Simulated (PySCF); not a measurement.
## Partial charges of `C#Cc1nncn1C`

Species: C5H5N3.
Cartesian coordinates in Å at the GFN2-xTB level; atoms count from 1:
```
atom  x, y, z in Å
C1     2.7990    0.7287   -0.2328
C2     1.6044    0.8496   -0.2187
C3     0.2046    0.9552   -0.2061
N4    -0.4991    2.0592   -0.1359
N5    -1.7906    1.7262   -0.1523
C6    -1.8736    0.4304   -0.2319
N7    -0.6361   -0.1292   -0.2713
C8    -0.2886   -1.5178   -0.3545
H9     3.8454    0.6563   -0.2436
H10   -2.7834   -0.1330   -0.2638
H11   -0.7562   -1.9718   -1.2303
H12   -0.6247   -2.0479    0.5393
H13    0.7945   -1.6054   -0.4369
```

Density: PBE0/pcSseg-1 (PySCF); schemes: Mulliken, IAO, Hirshfeld and ESP-fitted. Isolated species at its GFN2-xTB geometry, gas phase.

Which atoms carry the highest charge in the Mulliken, IAO, Hirshfeld and ESP-fitted schemes?

The schemes don't all agree: Mulliken C2 (+0.415); IAO H9 (+0.211); Hirshfeld H9 (+0.101); ESP-fitted C3 (+0.886).

Do the Mulliken, IAO, Hirshfeld and ESP-fitted schemes agree on where the charge is lowest?

The schemes don't all agree: Mulliken N7 (-0.650); IAO C8 (-0.317); Hirshfeld N5 (-0.156); ESP-fitted C2 (-0.574).

At which atom do the 4 schemes differ most?

At C2: from -0.574 (ESP-fitted) to +0.415 e (Mulliken), 0.989 e apart.

What partial charge does each atom carry?

In e:

```csv
atom,environment,Mulliken,IAO,Hirshfeld,ESP-fitted
C1,terminal alkyne carbon,-0.290,-0.201,-0.079,-0.066
C2,alkyne carbon,+0.415,-0.039,-0.043,-0.574
C3,substituted aromatic carbon,+0.222,+0.144,+0.081,+0.886
N4,pyridine-type nitrogen,-0.260,-0.201,-0.149,-0.402
N5,pyridine-type nitrogen,-0.252,-0.207,-0.156,-0.351
C6,aromatic CH next to a ring nitrogen,+0.281,+0.016,+0.040,+0.109
N7,pyrrole-type nitrogen,-0.650,-0.087,-0.001,-0.071
C8,N-methyl carbon,-0.043,-0.317,-0.046,-0.448
H9,alkyne hydrogen,+0.059,+0.211,+0.101,+0.233
H10,aromatic hydrogen,+0.098,+0.176,+0.074,+0.145
H11,methyl hydrogen,+0.136,+0.164,+0.061,+0.175
H12,methyl hydrogen,+0.137,+0.164,+0.060,+0.173
H13,methyl hydrogen,+0.146,+0.176,+0.057,+0.190
```

Mean size of the charges over all atoms: ESP-fitted 0.294 e, Mulliken 0.230 e, IAO 0.162 e, Hirshfeld 0.073 e. Each set sums to the total charge, 0, to within 0.001 e. The ESP scheme is a least-squares fit of atom-centred charges to the potential on four shells outside the van der Waals surface, with the total charge fixed.

How closely do the schemes follow one another over all atoms?

Correlation coefficient and root-mean-square difference: IAO with Hirshfeld 0.88, 0.112 e; Hirshfeld with ESP-fitted 0.76, 0.312 e; IAO with ESP-fitted 0.73, 0.269 e; Mulliken with IAO 0.55, 0.235 e; Mulliken with Hirshfeld 0.50, 0.248 e; Mulliken with ESP-fitted 0.27, 0.399 e.

Sum the charges by element.

| element | atoms | Mulliken | IAO | Hirshfeld | ESP-fitted |
| --- | --- | --- | --- | --- | --- |
| C | 5 | +0.586 | -0.396 | -0.047 | -0.093 |
| N | 3 | -1.162 | -0.495 | -0.306 | -0.823 |
| H | 5 | +0.576 | +0.891 | +0.353 | +0.916 |

How many electrons does the Mulliken scheme count on C2?

Z − q = 6 − (+0.415) = 5.585.
